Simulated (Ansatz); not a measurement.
Mulliken charges of Cl3HSTi (`[SH][Ti]([Cl])([Cl])[Cl]`) from ωB97M-V/def2-TZVPP in Ansatz (PBE0-D4/def2-TZVP geometry).

```tsv
atom	x (Å)	y (Å)	z (Å)	charge (e)
S1	-0.928	0.680	1.423	-0.145
Ti2	0.384	-0.273	-0.142	0.443
Cl3	1.935	-1.269	0.985	-0.136
Cl4	-0.800	-1.662	-1.321	-0.149
Cl5	1.174	1.272	-1.450	-0.149
H6	-1.723	1.189	0.459	0.135
```

Question: By hand: the dipole of these point charges (1 e Å = 4.8032 D).

Answer: Σ q r = (-0.247, 0.172, 0.072) e Å, of length 0.309 e Å = 1.48 D.

Question: How does the dipole of the full density compare? (Best estimate.)

Answer: The calculation gave: (-0.146, 0.102, 0.019) e Å, 0.86 D; the point charges give 1.72 times that, at 7° from its direction.

Point charges leave out the atoms' own dipoles, such as those of lone pairs, and Mulliken's split depends on the basis, so the two needn't agree.
